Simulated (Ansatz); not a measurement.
**Molecular dynamics of C2H7ClOSi**

Input:

```yaml
crystal:
  periodic: [false, false, false]
  atoms:
    - { symbol: Si, position_ang: [0.007741, -0.018807, -0.064226] }
    - { symbol: O, position_ang: [-0.032832, -0.348515, 1.613144] }
    - { symbol: H, position_ang: [-1.026311, -0.22643, 1.867563] }
    - { symbol: C, position_ang: [1.819421, -3.1e-05, -0.551078] }
    - { symbol: H, position_ang: [2.321211, -0.93118, -0.240276] }
    - { symbol: H, position_ang: [1.93252, 0.100118, -1.643197] }
    - { symbol: H, position_ang: [2.341707, 0.846473, -0.073333] }
    - { symbol: C, position_ang: [-0.922938, 1.548822, -0.549106] }
    - { symbol: H, position_ang: [-1.987132, 1.495076, -0.265645] }
    - { symbol: H, position_ang: [-0.479864, 2.43248, -0.058812] }
    - { symbol: H, position_ang: [-0.873359, 1.70306, -1.639728] }
    - { symbol: Cl, position_ang: [-0.958065, -1.609266, -1.129606] }
basis:
  gaussian: { orbitals: STO-3G }
hamiltonian:
  xc: pbe
md:
  timestep: 1.0
  n_steps: 100
  ensemble: nve
  temperature: 1500.0
  initial_velocities: maxwell_boltzmann
  seed: 456028
```

Launched with:

```bash
$ ansatz run input.yaml --threads 1 --pin off --max-ram 2048MiB --backend cpu --events-out ev --progress --plain --runs-dir out
```

It starts from a relaxed structure.

Output, in part (one step line in 2, the closing report, with atoms numbered from 0):

```
md step     0: t =     0.00 fs  T =  1500.0 K  F+E_penalty+E_count = -24341.32631372 eV  E_kin = 1.938900 eV  conserved = -24339.38741374 eV  (22 SCF iters)
md step     2: t =     2.00 fs  T =   932.7 K  F+E_penalty+E_count = -24340.50451587 eV  E_kin = 1.205627 eV  conserved = -24339.29888915 eV  (24 SCF iters)
md step     4: t =     4.00 fs  T =  1099.7 K  F+E_penalty+E_count = -24340.79736472 eV  E_kin = 1.421479 eV  conserved = -24339.37588551 eV  (25 SCF iters)
md step     6: t =     6.00 fs  T =   638.9 K  F+E_penalty+E_count = -24340.14791239 eV  E_kin = 0.825812 eV  conserved = -24339.32210005 eV  (25 SCF iters)
md step     8: t =     8.00 fs  T =   794.3 K  F+E_penalty+E_count = -24340.36191949 eV  E_kin = 1.026731 eV  conserved = -24339.33518885 eV  (25 SCF iters)
md step    10: t =    10.00 fs  T =  1081.3 K  F+E_penalty+E_count = -24340.77169128 eV  E_kin = 1.397731 eV  conserved = -24339.37396046 eV  (25 SCF iters)
md step    12: t =    12.00 fs  T =   736.2 K  F+E_penalty+E_count = -24340.27505261 eV  E_kin = 0.951586 eV  conserved = -24339.32346654 eV  (25 SCF iters)
md step    14: t =    14.00 fs  T =   965.6 K  F+E_penalty+E_count = -24340.61517209 eV  E_kin = 1.248105 eV  conserved = -24339.36706714 eV  (25 SCF iters)
md step    16: t =    16.00 fs  T =   679.7 K  F+E_penalty+E_count = -24340.20286660 eV  E_kin = 0.878517 eV  conserved = -24339.32434967 eV  (26 SCF iters)
md step    18: t =    18.00 fs  T =   902.3 K  F+E_penalty+E_count = -24340.51465099 eV  E_kin = 1.166330 eV  conserved = -24339.34832134 eV  (25 SCF iters)
md step    20: t =    20.00 fs  T =   989.8 K  F+E_penalty+E_count = -24340.62797563 eV  E_kin = 1.279461 eV  conserved = -24339.34851477 eV  (25 SCF iters)
md step    22: t =    22.00 fs  T =   771.6 K  F+E_penalty+E_count = -24340.33560053 eV  E_kin = 0.997390 eV  conserved = -24339.33821056 eV  (25 SCF iters)
md step    24: t =    24.00 fs  T =   689.1 K  F+E_penalty+E_count = -24340.24952566 eV  E_kin = 0.890714 eV  conserved = -24339.35881185 eV  (26 SCF iters)
md step    26: t =    26.00 fs  T =   412.7 K  F+E_penalty+E_count = -24339.85772285 eV  E_kin = 0.533434 eV  conserved = -24339.32428885 eV  (26 SCF iters)
md step    28: t =    28.00 fs  T =   627.9 K  F+E_penalty+E_count = -24340.16636191 eV  E_kin = 0.811581 eV  conserved = -24339.35478132 eV  (25 SCF iters)
md step    30: t =    30.00 fs  T =   750.9 K  F+E_penalty+E_count = -24340.31705187 eV  E_kin = 0.970580 eV  conserved = -24339.34647218 eV  (25 SCF iters)
md step    32: t =    32.00 fs  T =   743.0 K  F+E_penalty+E_count = -24340.29588181 eV  E_kin = 0.960451 eV  conserved = -24339.33543042 eV  (25 SCF iters)
md step    34: t =    34.00 fs  T =   724.3 K  F+E_penalty+E_count = -24340.29033249 eV  E_kin = 0.936207 eV  conserved = -24339.35412515 eV  (26 SCF iters)
md step    36: t =    36.00 fs  T =   582.2 K  F+E_penalty+E_count = -24340.08797252 eV  E_kin = 0.752583 eV  conserved = -24339.33538986 eV  (24 SCF iters)
md step    38: t =    38.00 fs  T =   598.6 K  F+E_penalty+E_count = -24340.11563614 eV  E_kin = 0.773786 eV  conserved = -24339.34185050 eV  (25 SCF iters)
md step    40: t =    40.00 fs  T =   816.4 K  F+E_penalty+E_count = -24340.42204625 eV  E_kin = 1.055249 eV  conserved = -24339.36679696 eV  (25 SCF iters)
md step    42: t =    42.00 fs  T =   641.6 K  F+E_penalty+E_count = -24340.15887801 eV  E_kin = 0.829366 eV  conserved = -24339.32951240 eV  (25 SCF iters)
md step    44: t =    44.00 fs  T =   643.7 K  F+E_penalty+E_count = -24340.18170491 eV  E_kin = 0.832045 eV  conserved = -24339.34965961 eV  (25 SCF iters)
md step    46: t =    46.00 fs  T =   704.8 K  F+E_penalty+E_count = -24340.26272625 eV  E_kin = 0.911007 eV  conserved = -24339.35171973 eV  (25 SCF iters)
md step    48: t =    48.00 fs  T =   653.3 K  F+E_penalty+E_count = -24340.16730994 eV  E_kin = 0.844457 eV  conserved = -24339.32285294 eV  (25 SCF iters)
md step    50: t =    50.00 fs  T =   974.7 K  F+E_penalty+E_count = -24340.62462340 eV  E_kin = 1.259840 eV  conserved = -24339.36478375 eV  (25 SCF iters)
md step    52: t =    52.00 fs  T =   804.2 K  F+E_penalty+E_count = -24340.37260941 eV  E_kin = 1.039552 eV  conserved = -24339.33305751 eV  (26 SCF iters)
md step    54: t =    54.00 fs  T =   809.4 K  F+E_penalty+E_count = -24340.39558957 eV  E_kin = 1.046241 eV  conserved = -24339.34934847 eV  (25 SCF iters)
md step    56: t =    56.00 fs  T =   759.1 K  F+E_penalty+E_count = -24340.33600716 eV  E_kin = 0.981214 eV  conserved = -24339.35479315 eV  (24 SCF iters)
md step    58: t =    58.00 fs  T =   721.9 K  F+E_penalty+E_count = -24340.26879598 eV  E_kin = 0.933133 eV  conserved = -24339.33566267 eV  (24 SCF iters)
md step    60: t =    60.00 fs  T =   929.0 K  F+E_penalty+E_count = -24340.55183559 eV  E_kin = 1.200827 eV  conserved = -24339.35100900 eV  (25 SCF iters)
md step    62: t =    62.00 fs  T =   896.9 K  F+E_penalty+E_count = -24340.49404405 eV  E_kin = 1.159315 eV  conserved = -24339.33472862 eV  (26 SCF iters)
md step    64: t =    64.00 fs  T =  1015.5 K  F+E_penalty+E_count = -24340.66873591 eV  E_kin = 1.312583 eV  conserved = -24339.35615298 eV  (25 SCF iters)
md step    66: t =    66.00 fs  T =   888.4 K  F+E_penalty+E_count = -24340.48829956 eV  E_kin = 1.148299 eV  conserved = -24339.34000054 eV  (25 SCF iters)
md step    68: t =    68.00 fs  T =  1017.4 K  F+E_penalty+E_count = -24340.67535955 eV  E_kin = 1.315146 eV  conserved = -24339.36021380 eV  (24 SCF iters)
md step    70: t =    70.00 fs  T =   875.3 K  F+E_penalty+E_count = -24340.46586811 eV  E_kin = 1.131373 eV  conserved = -24339.33449555 eV  (25 SCF iters)
md step    72: t =    72.00 fs  T =   942.9 K  F+E_penalty+E_count = -24340.56339088 eV  E_kin = 1.218839 eV  conserved = -24339.34455200 eV  (25 SCF iters)
md step    74: t =    74.00 fs  T =   861.2 K  F+E_penalty+E_count = -24340.46963551 eV  E_kin = 1.113174 eV  conserved = -24339.35646163 eV  (25 SCF iters)
md step    76: t =    76.00 fs  T =   704.8 K  F+E_penalty+E_count = -24340.24311996 eV  E_kin = 0.910975 eV  conserved = -24339.33214506 eV  (23 SCF iters)
md step    78: t =    78.00 fs  T =   949.5 K  F+E_penalty+E_count = -24340.58453463 eV  E_kin = 1.227287 eV  conserved = -24339.35724754 eV  (25 SCF iters)
md step    80: t =    80.00 fs  T =   765.4 K  F+E_penalty+E_count = -24340.31644076 eV  E_kin = 0.989387 eV  conserved = -24339.32705355 eV  (26 SCF iters)
md step    82: t =    82.00 fs  T =  1060.7 K  F+E_penalty+E_count = -24340.72799767 eV  E_kin = 1.371098 eV  conserved = -24339.35689952 eV  (25 SCF iters)
md step    84: t =    84.00 fs  T =   796.9 K  F+E_penalty+E_count = -24340.37387519 eV  E_kin = 1.030065 eV  conserved = -24339.34381032 eV  (25 SCF iters)
md step    86: t =    86.00 fs  T =   754.5 K  F+E_penalty+E_count = -24340.33322336 eV  E_kin = 0.975236 eV  conserved = -24339.35798707 eV  (25 SCF iters)
md step    88: t =    88.00 fs  T =   723.0 K  F+E_penalty+E_count = -24340.28062593 eV  E_kin = 0.934604 eV  conserved = -24339.34602172 eV  (26 SCF iters)
md step    90: t =    90.00 fs  T =   514.1 K  F+E_penalty+E_count = -24339.98468429 eV  E_kin = 0.664562 eV  conserved = -24339.32012278 eV  (27 SCF iters)
md step    92: t =    92.00 fs  T =   970.1 K  F+E_penalty+E_count = -24340.62695006 eV  E_kin = 1.253960 eV  conserved = -24339.37299047 eV  (25 SCF iters)
md step    94: t =    94.00 fs  T =   528.2 K  F+E_penalty+E_count = -24339.99730555 eV  E_kin = 0.682806 eV  conserved = -24339.31449905 eV  (25 SCF iters)
md step    96: t =    96.00 fs  T =   780.2 K  F+E_penalty+E_count = -24340.38034608 eV  E_kin = 1.008489 eV  conserved = -24339.37185670 eV  (26 SCF iters)
md step    98: t =    98.00 fs  T =   722.9 K  F+E_penalty+E_count = -24340.27429467 eV  E_kin = 0.934383 eV  conserved = -24339.33991188 eV  (27 SCF iters)
md step   100: t =   100.00 fs  T =   661.4 K  F+E_penalty+E_count = -24340.17915232 eV  E_kin = 0.854919 eV  conserved = -24339.32423309 eV  (24 SCF iters)
Total energy: -24340.17917801 eV, -894.4850864258 hartree
Atom 0 at    -0.000165    -0.094221    -0.067946 Å, force    -0.139001    -0.425222    -0.038981 eV/Å
Atom 1 at    -0.092775    -0.197355     1.641158 Å, force    -2.981762    -0.533557     1.048803 eV/Å
Atom 2 at    -1.191515    -0.132237     1.890839 Å, force     3.164634    -0.197750    -0.955612 eV/Å
Atom 3 at     1.819597     0.178038    -0.443253 Å, force     1.834547    -1.705448    -3.761758 eV/Å
Atom 4 at     2.332745    -0.704504    -1.156691 Å, force    -1.829527     2.813811     1.803648 eV/Å
Atom 5 at     1.853216     1.188522    -0.998178 Å, force     0.284018    -1.645656     0.521886 eV/Å
Atom 6 at     2.542075     0.241424     0.369424 Å, force    -0.153078     0.097424     0.996912 eV/Å
Atom 7 at    -0.804453     1.532507    -0.447941 Å, force    -0.086481    -0.141489    -1.191417 eV/Å
Atom 8 at    -0.024353     2.254691    -0.661221 Å, force     0.464903     0.354538    -1.035256 eV/Å
Atom 9 at    -1.633579     1.577148    -1.169099 Å, force     0.206325    -0.000889    -0.138916 eV/Å
Atom 10 at    -1.136202     1.905821     0.478187 Å, force    -1.397477     0.590255     2.025345 eV/Å
Atom 11 at    -0.979558    -1.698456    -1.233049 Å, force     0.632900     0.793983     0.725347 eV/Å
Dipole moment:     0.102567     0.486281     0.290648 e Å
```

The run went to its last step. The conserved energy wandered by up to 7.4 meV per atom (net 5.3 meV per atom), which is poor conservation. The temperature averaged 0.55 of the 1500 K drawn at the start: a run that starts near a minimum puts about half its kinetic energy into the potential. A run of 0.1 ps of so small a system gives no equilibrium averages. Limits of this set-up: minimal basis.

The same pairs are bonded in the first frame and the last. Pairs count as bonded within 1.25 times the sum of covalent radii (0.12 Å more for H–H).

Last frame:

```xyz
12
Properties=species:S:1:pos:R:3
Si 0.000 -0.094 -0.068
O -0.093 -0.197 1.641
H -1.192 -0.132 1.891
C 1.820 0.178 -0.443
H 2.333 -0.705 -1.157
H 1.853 1.188 -0.998
H 2.542 0.241 0.369
C -0.804 1.532 -0.448
H -0.024 2.255 -0.661
H -1.634 1.577 -1.169
H -1.136 1.906 0.478
Cl -0.980 -1.698 -1.233
```

Run time: 7.9 min on 1 thread of AMD EPYC 7R43 64-Core Processor (Zen 3), with other jobs on the host, peak memory 0.11 GiB.
